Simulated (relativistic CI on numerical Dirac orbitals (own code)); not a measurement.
Method of calculation: Dirac-Coulomb-Breit CI, orbitals from a KLI potential per configuration, model QED, unscaled Slater integrals (own radial code, finite nucleus).

The strongest absorption lines from the ground level of an ion, among the configurations computed and to levels below about 15500 eV (vacuum wavelength in nm, gf): 0.08153 (0.24), 0.10357 (0.29), 0.10537 (1.1), 0.10805 (0.33), 0.11183 (0.035), 0.61754 (0.28).

Which ion is it?
A. Os LXXI
B. Pb LXXVII
C. Os LXXIII
D. Ra LXXXIII

A. Os LXXI has 6 electrons and the ground level 2s²2p² ³P0; the strongest line goes to 2s²2p3d ³D°1. The pattern of lines fixes the number of electrons, and along that sequence the line energies rise steadily with the charge (about as its square where n changes within one kind of shell, about linearly where n is kept but much faster in heavy ions where fine structure, which grows about as Z⁴, sets the gap, and irregularly where shells cross), which fixes Z. Configurations outside the model, such as inner-shell arrays, can give stronger lines. At this charge energies of transitions that change n are usually good to better than 1 %, and those within a shell (Δn = 0) to a few per cent.

LS names give the leading component of a level, which can be under half, so a name can repeat, a term be missing and a line seem to break the LS rules.
